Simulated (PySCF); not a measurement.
C3H8O2Si, SMILES O=C[SiH2]COC.

The structure is a stationary point at PBE-D3(BJ)/def2-SVP. The structure was generated by enumeration, and PubChem lists no compound with its InChIKey, so it may never have been made. The values are those of a single conformer.

Level of theory: PBE-D3(BJ)/def2-SVP run with PySCF 2.14.0.

Frequencies are harmonic and unscaled.

Computed normal modes with their intensities:
```json
[
 {"mode": "1", "ν (cm⁻¹)": "41", "IR (km/mol)": "3.6", "moving atoms (share of kinetic energy)": "O 37 %, H 32 %, C 28 %"},
 {"mode": "2", "ν (cm⁻¹)": "62", "IR (km/mol)": "0.4", "moving atoms (share of kinetic energy)": "C 39 %, O 34 %, H 17 %, Si 11 %"},
 {"mode": "3", "ν (cm⁻¹)": "81", "IR (km/mol)": "6.1", "moving atoms (share of kinetic energy)": "O 43 %, H 40 %, C 16 %"},
 {"mode": "4", "ν (cm⁻¹)": "131", "IR (km/mol)": "0.8", "moving atoms (share of kinetic energy)": "H 40 %, C 38 %, Si 13 %, O 10 %"},
 {"mode": "5", "ν (cm⁻¹)": "201", "IR (km/mol)": "8.6", "moving atoms (share of kinetic energy)": "C 31 %, H 24 %, O 24 %, Si 21 %"},
 {"mode": "6", "ν (cm⁻¹)": "237", "IR (km/mol)": "2.0", "moving atoms (share of kinetic energy)": "H 83 %, O 12 %"},
 {"mode": "7", "ν (cm⁻¹)": "299", "IR (km/mol)": "0.8", "moving atoms (share of kinetic energy)": "O 47 %, C 29 %, H 20 %"},
 {"mode": "8", "ν (cm⁻¹)": "373", "IR (km/mol)": "8.5", "moving atoms (share of kinetic energy)": "H 42 %, O 19 %, C 19 %, Si 19 %"},
 {"mode": "9", "ν (cm⁻¹)": "447", "IR (km/mol)": "16.5", "moving atoms (share of kinetic energy)": "H 52 %, Si 27 %, C 11 %, O 11 %"},
 {"mode": "10", "ν (cm⁻¹)": "587", "IR (km/mol)": "6.2", "moving atoms (share of kinetic energy)": "H 85 %"},
 {"mode": "11", "ν (cm⁻¹)": "616", "IR (km/mol)": "1.9", "moving atoms (share of kinetic energy)": "H 42 %, C 38 %, Si 17 %"},
 {"mode": "12", "ν (cm⁻¹)": "705", "IR (km/mol)": "32.9", "moving atoms (share of kinetic energy)": "C 47 %, H 43 %, Si 8 %"},
 {"mode": "13", "ν (cm⁻¹)": "778", "IR (km/mol)": "81.3", "moving atoms (share of kinetic energy)": "H 58 %, C 25 %, Si 17 %"},
 {"mode": "14", "ν (cm⁻¹)": "844", "IR (km/mol)": "82.0", "moving atoms (share of kinetic energy)": "H 70 %, C 18 %, Si 11 %"},
 {"mode": "15", "ν (cm⁻¹)": "870", "IR (km/mol)": "31.0", "moving atoms (share of kinetic energy)": "H 60 %, C 33 %"},
 {"mode": "16", "ν (cm⁻¹)": "888", "IR (km/mol)": "60.4", "moving atoms (share of kinetic energy)": "H 92 %"},
 {"mode": "17", "ν (cm⁻¹)": "954", "IR (km/mol)": "23.5", "moving atoms (share of kinetic energy)": "C 55 %, O 28 %, H 17 %"},
 {"mode": "18", "ν (cm⁻¹)": "1131", "IR (km/mol)": "0.4", "moving atoms (share of kinetic energy)": "H 78 %, C 19 %"},
 {"mode": "19", "ν (cm⁻¹)": "1142", "IR (km/mol)": "105.3", "moving atoms (share of kinetic energy)": "O 39 %, C 36 %, H 25 %"},
 {"mode": "20", "ν (cm⁻¹)": "1160", "IR (km/mol)": "56.3", "moving atoms (share of kinetic energy)": "H 47 %, C 30 %, O 23 %"},
 {"mode": "21", "ν (cm⁻¹)": "1184", "IR (km/mol)": "12.2", "moving atoms (share of kinetic energy)": "H 87 %"},
 {"mode": "22", "ν (cm⁻¹)": "1253", "IR (km/mol)": "3.5", "moving atoms (share of kinetic energy)": "H 66 %, C 29 %"},
 {"mode": "23", "ν (cm⁻¹)": "1330", "IR (km/mol)": "16.0", "moving atoms (share of kinetic energy)": "H 83 %, C 10 %"},
 {"mode": "24", "ν (cm⁻¹)": "1399", "IR (km/mol)": "16.6", "moving atoms (share of kinetic energy)": "H 91 %"},
 {"mode": "25", "ν (cm⁻¹)": "1402", "IR (km/mol)": "7.3", "moving atoms (share of kinetic energy)": "H 97 %"},
 {"mode": "26", "ν (cm⁻¹)": "1413", "IR (km/mol)": "8.2", "moving atoms (share of kinetic energy)": "H 93 %"},
 {"mode": "27", "ν (cm⁻¹)": "1443", "IR (km/mol)": "4.8", "moving atoms (share of kinetic energy)": "H 91 %"},
 {"mode": "28", "ν (cm⁻¹)": "1736", "IR (km/mol)": "133.2", "moving atoms (share of kinetic energy)": "C 57 %, O 42 %"},
 {"mode": "29", "ν (cm⁻¹)": "2163", "IR (km/mol)": "60.6", "moving atoms (share of kinetic energy)": "H 98 %"},
 {"mode": "30", "ν (cm⁻¹)": "2176", "IR (km/mol)": "91.9", "moving atoms (share of kinetic energy)": "H 96 %"},
 {"mode": "31", "ν (cm⁻¹)": "2715", "IR (km/mol)": "137.3", "moving atoms (share of kinetic energy)": "H 93 %"},
 {"mode": "32", "ν (cm⁻¹)": "2869", "IR (km/mol)": "37.0", "moving atoms (share of kinetic energy)": "H 95 %"},
 {"mode": "33", "ν (cm⁻¹)": "2894", "IR (km/mol)": "73.9", "moving atoms (share of kinetic energy)": "H 97 %"},
 {"mode": "34", "ν (cm⁻¹)": "2908", "IR (km/mol)": "47.2", "moving atoms (share of kinetic energy)": "H 91 %, C 9 %"},
 {"mode": "35", "ν (cm⁻¹)": "2953", "IR (km/mol)": "48.3", "moving atoms (share of kinetic energy)": "H 90 %, C 10 %"},
 {"mode": "36", "ν (cm⁻¹)": "3066", "IR (km/mol)": "17.9", "moving atoms (share of kinetic energy)": "H 91 %, C 9 %"}
]
```
